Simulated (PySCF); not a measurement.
W(NH)(S)(OH)(SH) (H3NOS2W), SMILES [NH]=[W]([SH])([OH])=[S], multiplicity 1. Atoms are numbered in the order given.

```xyz
8

W      0.1144     0.0936    -0.1378
N      0.8777    -0.8524    -1.4095
H      1.5787    -1.5270    -1.7370
S      1.0978    -0.2135     1.7609
O      0.1226     1.9446    -0.5843
H      0.3500     2.2761    -1.4727
S     -2.0421    -0.8504    -0.0819
H     -2.4109    -0.2447     1.0871
```
Charge 0, spin multiplicity 1.

The structure is a stationary point at PBE-D3(BJ)/def2-SVP. The spin state was assumed, not searched. The structure was generated by enumeration; whether it is a known compound was not checked. The def2 effective core potentials stand for the cores of W; spin–orbit coupling is left out. The values are those of a single conformer.

Calculation: PBE/def2-TZVP in PySCF.

Gas-phase values at a fixed geometry.

The total energy comes out as -995.08944 hartree, the highest occupied level is -6.32 eV and the lowest empty level comes out as -2.94 eV. The orbital gap comes out as 3.38 eV, the dipole moment is 2.45 D and the quadrupole, principal values (traceless, Buckingham form, about the centre of nuclear charge) comes out as -11.29, 1.16, 10.13 D·Å. The mean static polarisability is 94.5 bohr³ (14.00 Å³). The polarisability, principal values is 77.7, 95.1, 110.6 bohr³.
